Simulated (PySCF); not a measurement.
# KPb⁺: frontier orbitals

BLYP at R = 3.977 Å; PySCF, scalar-relativistic core potentials, basis sets K def2-SVP, Pb def2-SVP with ECP60. State: ³Π (triplet), unpaired electrons σ ↑, π ↑. Only the outer orbitals are listed, counted within each symmetry, core potentials removing the inner ones.

```json
{"spin": "α", "orbital": "9σ", "occ.": "1", "ε (eV)": "-15.98", "on K (%)": "1", "main shells (%)": "99 Pb s"}
{"spin": "α", "orbital": "10σ", "occ.": "1", "ε (eV)": "-7.88", "on K (%)": "19", "main shells (%)": "80 Pb p, 12 K s"}
{"spin": "α", "orbital": "5π", "occ.": "1", "ε (eV)": "-7.36", "on K (%)": "2", "main shells (%)": "98 Pb p"}
{"spin": "α", "orbital": "5π", "occ.": "0", "ε (eV)": "-7.43", "on K (%)": "2", "main shells (%)": "98 Pb p"}
{"spin": "α", "orbital": "11σ", "occ.": "0", "ε (eV)": "-5.50", "on K (%)": "91", "main shells (%)": "90 K s, 9 Pb p"}
{"spin": "α", "orbital": "6π", "occ.": "0", "ε (eV)": "-3.71", "on K (%)": "98", "main shells (%)": "98 K p"}
{"spin": "β", "orbital": "9σ", "occ.": "1", "ε (eV)": "-15.26", "on K (%)": "1", "main shells (%)": "99 Pb s"}
{"spin": "β", "orbital": "5π", "occ.": "0", "ε (eV)": "-7.05", "on K (%)": "2", "main shells (%)": "98 Pb p"}
{"spin": "β", "orbital": "10σ", "occ.": "0", "ε (eV)": "-6.97", "on K (%)": "30", "main shells (%)": "70 Pb p, 24 K s"}
{"spin": "β", "orbital": "5π", "occ.": "0", "ε (eV)": "-6.33", "on K (%)": "3", "main shells (%)": "97 Pb p"}
```

Task: Which are the highest filled and the lowest empty level, where do they sit, and how wide is the gap?

Result: Highest filled α 5π at -7.36 eV (in %: 98 Pb p); lowest empty α 5π at -7.43 eV (in %: 98 Pb p); the gap at BLYP is -0.07 eV. Both belong to one degenerate shell, split only by its one-sided filling, so this is no excitation gap.

```json
{"bond order (Mayer)": "0.38", "⟨S²⟩": "2.001", "charge on K (Mulliken, basis-dependent)": "0.78", "charge on K (Löwdin, basis-dependent)": "0.71", "dipole moment (positive dipole points towards Pb; it is taken about the centre of mass and depends on that origin)": "-12.64 D"}
```

Spin–orbit coupling is left out, which matters for elements this heavy, above all for dissociation energies. Counting both spins, an empty level lies below a filled one in this solution, because spin and occupation are held. The state was picked by a PBE0 search and need not be the measured ground state.
